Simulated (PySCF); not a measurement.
Stepwise substitution at one centre (Ga CH3-OH). Gas-phase values, no solvent. One relaxed conformer stands for each flexible species; it need not be the lowest. Strings in code marks are SMILES.

Quantity: vertical ionisation energy (energy after one electron is removed minus that of the parent at the parent's geometry), in eV.

Level 1: M06-2X/def2-TZVP (PySCF)
Level 2: SVWN5/6-31G* // M06-2X/def2-TZVP (PySCF)
Level 3: minus the HOMO energy of B3LYP/6-31G* // M06-2X/def2-TZVP (PySCF)
Level 4: minus the HOMO energy of SVWN5/6-31G* // M06-2X/def2-TZVP (PySCF)

| species | level 2 | level 3 | level 4 |
|---|---|---|---|
| `[CH3][Ga]([CH3])[OH]` (C–Ga–O–H torsion 180°) | 9.47 | 7.24 | 6.30 |

### Question
What does level 1 give for each?

### Answer

- `[CH3][Ga]([CH3])[OH]` (C–Ga–O–H torsion 180°): 10.00
